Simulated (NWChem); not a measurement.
System: ScCl3; SMILES [Cl][Sc]([Cl])[Cl]

Parts of the log:

```
             Northwest Computational Chemistry Package (NWChem) 7.3.0
             --------------------------------------------------------

 C3H symmetry detected

                             Geometry "geometry" -> ""
                             -------------------------

 Output coordinates in angstroms (scale by  1.889725989 to convert to a.u.)

  No.       Tag          Charge          X              Y              Z
 ---- ---------------- ---------- -------------- -------------- --------------
    1 Sc                  21.0000    -0.00000000    -0.00000000    -0.00000000
    2 Cl                  17.0000     2.13199212     0.80770711     0.00000000
    3 Cl                  17.0000    -0.36650119    -2.25021289     0.00000000
    4 Cl                  17.0000    -1.76549093     1.44250578     0.00000000

 Effective nuclear repulsion energy (a.u.)     364.7740012929

      Symmetry information
      --------------------

 Group name             C3h
 Group number             22
 Group order               6
 No. of unique centers     2

                                 NWChem DFT Module
                                 -----------------

 Summary of "ao basis" -> "ao basis" (spherical)
 ------------------------------------------------------------------------------
       Tag                 Description            Shells   Functions and Types
 ---------------- ------------------------------  ------  ---------------------
 Sc                        def2-tzvp                15       45   6s4p4d1f
 Cl                        def2-tzvp                13       37   5s5p2d1f

      Symmetry analysis of basis
      --------------------------

        a'         37
        e'+        34
        e'-        34
        a"         17
        e"+        17
        e"-        17

  Rotation of axis

            General Information
            -------------------
          SCF calculation type: DFT
          Wavefunction type:  closed shell.
          No. of atoms     :     4
          No. of electrons :    72
           Alpha electrons :    36
            Beta electrons :    36
          Charge           :     0
          Spin multiplicity:     1
          Use of symmetry is: on ; symmetry adaption is: on
          Maximum number of iterations: 150
          AO basis - number of functions:   156
                     number of shells:    54
          Convergence on energy requested:  1.00D-06
          Convergence on density requested:  1.00D-05
          Convergence on gradient requested:  5.00D-04

              XC Information
              --------------
                      r^2SCAN Method XC Functional
               r^2SCAN metaGGA Exchange Functional  1.000
                     r^2SCAN Correlation Potential  1.000

             Grid Information
             ----------------
          Grid used for XC integration:  medium
          Radial quadrature: Mura-Knowles
          Angular quadrature: Lebedev.
          Tag              B.-S. Rad. Rad. Pts. Rad. Cut. Ang. Pts.
          ---              ---------- --------- --------- ---------
          Sc                  1.60      112           9.0       590
          Cl                  1.00       88          11.0       590
          Grid pruning is: on
          Number of quadrature shells:   200
          Spatial weights used: Becke

      Superposition of Atomic Density Guess
      -------------------------------------

 Sum of atomic energies:       -2138.16059002

      Non-variational initial energy
      ------------------------------

 Total energy =   -2138.395345
 1-e energy   =   -3672.559056
 2-e energy   =    1169.389710
 HOMO         =      -0.460863
 LUMO         =      -0.059911

      Symmetry analysis of molecular orbitals - initial
      -------------------------------------------------

  Numbering of irreducible representations:

     1 a'          2 e'+         3 e'-         4 a"          5 e"+
     6 e"-

  Orbital symmetries:

     1 a'          2 a'          3 e'+         4 e'+         5 a'
     6 e'+         7 e'+         8 a"          9 a'         10 e'+
    11 e'+        12 a'         13 e'+        14 e'+        15 e'+
    16 e'+        17 a"         18 e"+        19 e"+        20 a'
    21 a'         22 e'+        23 e'+        24 a"         25 a'
    26 e'+        27 e'+        28 a'         29 e'+        30 e'+
    31 e'+        32 e'+        33 a"         34 e"+        35 e"+
    36 a'         37 a'         38 e"+        39 e"+        40 a'
    41 e'+        42 e'+        43 a"         44 e"+        45 e"+
    46 a'

   convergence    iter        energy       DeltaE   RMS-Dens  Diis-err
 ---------------- ----- ----------------- --------- --------- ---------
 d= 0,ls=0.0,diis     1  -2141.2714351014 -2.51D+03  2.37D-02  2.18D+00
 d= 0,ls=0.0,diis     2  -2125.2862362089  1.60D+01  1.87D-02  1.71D+02
 d= 0,ls=0.0,diis     3  -2141.0320655756 -1.57D+01  4.87D-03  4.02D+00
 d= 0,ls=0.0,diis     4  -2141.4818435368 -4.50D-01  7.34D-04  1.93D-02
 d= 0,ls=0.0,diis     5  -2141.4824497445 -6.06D-04  3.48D-04  1.32D-02
  Resetting Diis
 d= 0,ls=0.0,diis     6  -2141.4842387263 -1.79D-03  4.01D-05  1.36D-04
 d= 0,ls=0.0,diis     7  -2141.4842552867 -1.66D-05  2.25D-05  3.70D-06
 d= 0,ls=0.0,diis     8  -2141.4842514622  3.82D-06  1.77D-05  3.11D-05
 d= 0,ls=0.0,diis     9  -2141.4842557216 -4.26D-06  1.53D-06  2.01D-07
 d= 0,ls=0.0,diis    10  -2141.4842557478 -2.62D-08  1.47D-07  1.50D-09

         Total DFT energy =    -2141.484255747846
      One electron energy =    -3675.925859253598
           Coulomb energy =     1293.458365459123
    Exchange-Corr. energy =     -123.790763246281
 Nuclear repulsion energy =      364.774001292911

 Numeric. integr. density =       72.000003794715

                  Occupations of the irreducible representations
                  ----------------------------------------------

                     irrep           alpha         beta
                     --------     --------     --------
                     a'               10.0         10.0
                     e'+              18.0         18.0
                     e'-               0.0          0.0
                     a"                4.0          4.0
                     e"+               4.0          4.0
                     e"-               0.0          0.0

                       DFT Final Molecular Orbital Analysis
                       ------------------------------------

 Vector   34  Occ=2.000000D+00  E=-3.200333D-01  Symmetry=e'+
              MO Center= -6.7D-01,  2.8D-01,  7.0D-14, r^2= 5.5D+00
   Bfn.  Coefficient  Atom+Function         Bfn.  Coefficient  Atom+Function
  ----- ------------  ---------------      ----- ------------  ---------------
   135      0.319229  4 Cl py               134      0.225940  4 Cl px
    97      0.217249  3 Cl px                60     -0.214946  2 Cl px
   138      0.191717  4 Cl py                98     -0.184845  3 Cl py
   132      0.142614  4 Cl py               137      0.135839  4 Cl px
   100      0.130634  3 Cl px                63     -0.128426  2 Cl px

 Vector   35  Occ=2.000000D+00  E=-3.190161D-01  Symmetry=a"
              MO Center=  4.4D-13, -4.0D-13,  1.7D-19, r^2= 6.1D+00
   Bfn.  Coefficient  Atom+Function         Bfn.  Coefficient  Atom+Function
  ----- ------------  ---------------      ----- ------------  ---------------
    62      0.305356  2 Cl pz                99      0.305356  3 Cl pz
   136      0.305356  4 Cl pz                65      0.197246  2 Cl pz
   102      0.197246  3 Cl pz               139      0.197246  4 Cl pz
    59      0.139268  2 Cl pz                96      0.139268  3 Cl pz
   133      0.139268  4 Cl pz                53     -0.115875  2 Cl pz

 Vector   36  Occ=2.000000D+00  E=-3.033332D-01  Symmetry=a'
              MO Center= -2.0D-13,  1.4D-14, -7.0D-21, r^2= 6.3D+00
   Bfn.  Coefficient  Atom+Function         Bfn.  Coefficient  Atom+Function
  ----- ------------  ---------------      ----- ------------  ---------------
    97      0.315330  3 Cl px                61      0.298755  2 Cl py
   135     -0.247413  4 Cl py               100      0.209620  3 Cl px
   134     -0.202128  4 Cl px                64      0.198597  2 Cl py
   138     -0.164474  4 Cl py                94      0.145759  3 Cl px
    58      0.138099  2 Cl py               137     -0.134361  4 Cl px

 Vector   37  Occ=0.000000D+00  E=-1.491844D-01  Symmetry=a'
              MO Center= -1.1D-14,  7.8D-15, -2.0D-16, r^2= 1.8D+00
   Bfn.  Coefficient  Atom+Function         Bfn.  Coefficient  Atom+Function
  ----- ------------  ---------------      ----- ------------  ---------------
    21      0.521492  1 Sc d  0              26      0.354090  1 Sc d  0
     5      0.299462  1 Sc s                 31      0.243687  1 Sc d  0
     6      0.159534  1 Sc s                  4     -0.131974  1 Sc s
     3     -0.122952  1 Sc s                  2      0.046577  1 Sc s
   101      0.044374  3 Cl py                63     -0.042042  2 Cl px

 Vector   38  Occ=0.000000D+00  E=-1.319207D-01  Symmetry=e"+
              MO Center=  6.2D-02,  1.2D-01,  5.4D-15, r^2= 1.7D+00
   Bfn.  Coefficient  Atom+Function         Bfn.  Coefficient  Atom+Function
  ----- ------------  ---------------      ----- ------------  ---------------
    22      0.576020  1 Sc d  1              27      0.382550  1 Sc d  1
    32      0.283034  1 Sc d  1              65      0.160869  2 Cl pz
    62      0.140711  2 Cl pz               139     -0.133679  4 Cl pz
   136     -0.116926  4 Cl pz                59      0.075411  2 Cl pz
   133     -0.062665  4 Cl pz                53     -0.055309  2 Cl pz

 Vector   39  Occ=0.000000D+00  E=-1.319207D-01  Symmetry=e"+
              MO Center= -6.2D-02, -1.2D-01,  4.1D-13, r^2= 1.7D+00
   Bfn.  Coefficient  Atom+Function         Bfn.  Coefficient  Atom+Function
  ----- ------------  ---------------      ----- ------------  ---------------
    20      0.576020  1 Sc d -1              25      0.382550  1 Sc d -1
    30      0.283034  1 Sc d -1             102      0.170057  3 Cl pz
    99      0.148747  3 Cl pz               139     -0.108575  4 Cl pz
   136     -0.094972  4 Cl pz                96      0.079718  3 Cl pz
    65     -0.061482  2 Cl pz                90     -0.058468  3 Cl pz

     Multipole analysis of the density
     ---------------------------------

     L   x y z        total         alpha         beta         nuclear
     -   - - -        -----         -----         ----         -------
     0   0 0 0     -0.000000    -36.000000    -36.000000     72.000000

     1   1 0 0     -0.000000     -0.000000     -0.000000      0.000000
     1   0 1 0      0.000000      0.000000      0.000000     -0.000000
     1   0 0 1     -0.000000      0.000000      0.000000     -0.000000

     2   2 0 0    -46.568147   -259.944611   -259.944611    473.321075
     2   1 1 0      0.000000      0.000000      0.000000      0.000000
     2   1 0 1      0.000000      0.000000      0.000000      0.000000
     2   0 2 0    -46.568147   -259.944611   -259.944611    473.321075
     2   0 1 1      0.000000      0.000000      0.000000      0.000000
     2   0 0 2    -37.467516    -18.733758    -18.733758      0.000000

            General Information
            -------------------
          SCF calculation type: DFT
          Wavefunction type:  closed shell.
          No. of atoms     :     4
          No. of electrons :    72
           Alpha electrons :    36
            Beta electrons :    36
          Charge           :     0
          Spin multiplicity:     1
          Use of symmetry is: on ; symmetry adaption is: on
          Maximum number of iterations: 150
          AO basis - number of functions:   156
                     number of shells:    54
          Convergence on energy requested:  1.00D-06
          Convergence on density requested:  1.00D-05
          Convergence on gradient requested:  5.00D-04

              XC Information
              --------------
                      r^2SCAN Method XC Functional
               r^2SCAN metaGGA Exchange Functional  1.000
                     r^2SCAN Correlation Potential  1.000

             Grid Information
             ----------------
          Grid used for XC integration:  medium
          Radial quadrature: Mura-Knowles
          Angular quadrature: Lebedev.
          Tag              B.-S. Rad. Rad. Pts. Rad. Cut. Ang. Pts.
          ---              ---------- --------- --------- ---------
          Sc                  1.60      112           9.0       590
          Cl                  1.00       88          11.0       590
          Grid pruning is: on
          Number of quadrature shells:   200
          Spatial weights used: Becke

          Convergence Information
          -----------------------
          Convergence aids based upon iterative change in
          total energy or number of iterations.
          Levelshifting, if invoked, occurs when the
          HOMO/LUMO gap drops below (HL_TOL):  1.00D-02
          DIIS, if invoked, will attempt to extrapolate
          using up to (NFOCK): 10 stored Fock matrices.

                    Damping( 0%)  Levelshifting(0.5)       DIIS
                  --------------- ------------------- ---------------
          dE  on:    start            ASAP                start
          dE off:    2 iters        150 iters           150 iters

                            NWChem DFT Gradient Module
                            --------------------------

  charge          =   0.00
  wavefunction    = closed shell

  Rotation of axis
  Using symmetry

                         DFT ENERGY GRADIENTS

    atom               coordinates                        gradient
                 x          y          z           x          y          z
   1 Sc     -0.000000  -0.000000  -0.000000    0.000000  -0.000000   0.000000
   2 Cl      4.028881   1.526345   0.000000    0.001142   0.000442   0.000000
   3 Cl     -0.692587  -4.252286   0.000000   -0.000188  -0.001210   0.000000
   4 Cl     -3.336294   2.725941   0.000000   -0.000954   0.000768   0.000000
```

Level: r2SCAN/def2-TZVP. All runs use the structure optimised with B3LYP/6-31G* (spherical d).

Reconstruct the input file.

This is not unique; one that fits is the input that was run:
```
start job
memory heap 200 mb stack 900 mb global 1100 mb
geometry units angstroms noautoz
  Sc     0.005864     0.018249     0.012361
  Cl     2.177991    -0.355914    -0.570007
  Cl    -0.843716    -0.918395     1.909795
  Cl    -1.313164     1.333747    -1.301549
end
basis spherical
  * library def2-tzvp
end
dft
  xc r2scan
  iterations 150
  grid medium becke
end
task dft gradient
```
